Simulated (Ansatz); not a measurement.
One change: `[AlH2][NH][SiH2]O[SiH3]` becomes `[AlH2][SiH2]O[SiH3]`.

Ansatz, PBE0-D4/def2-TZVP geometries, multiplicity 1. Each molecule was computed in one conformer, which needn't be the lowest.

```csv
property,`[AlH2][NH][SiH2]O[SiH3]`
LUMO energy (B3LYP/def2-TZVPP) / eV,-1.22
HOMO–LUMO gap (PBE/def2-TZVPP) / eV,5.06
HOMO energy (ωB97M-V/def2-TZVPP) / eV,-10.51
LUMO energy (PBE0/def2-TZVPP) / eV,-1.02
HOMO energy (B3LYP/def2-TZVPP) / eV,-7.91
HOMO–LUMO gap (B3LYP/def2-TZVPP) / eV,6.68
```

(1) Give the same properties after the change, and the shifts. (An estimate is asked.)

Answers

(1) Computed: 
```tsv
property	`[AlH2][SiH2]O[SiH3]`	shift
LUMO energy (B3LYP/def2-TZVPP) / eV	-2.30	-1.08
HOMO–LUMO gap (PBE/def2-TZVPP) / eV	3.39	-1.67
HOMO energy (ωB97M-V/def2-TZVPP) / eV	-9.40	1.11
LUMO energy (PBE0/def2-TZVPP) / eV	-2.11	-1.09
HOMO energy (B3LYP/def2-TZVPP) / eV	-7.20	0.71
HOMO–LUMO gap (B3LYP/def2-TZVPP) / eV	4.89	-1.79
```

With PBE0 the HOMO rises by 0.78 eV and the LUMO falls by 1.09 eV, so the gap narrows by about 1.87 eV. PBE moves the HOMO by 0.57 eV and ωB97M-V by 1.11 eV.

B3LYP here is the variant with VWN-RPA as its local correlation; programs differ in this.
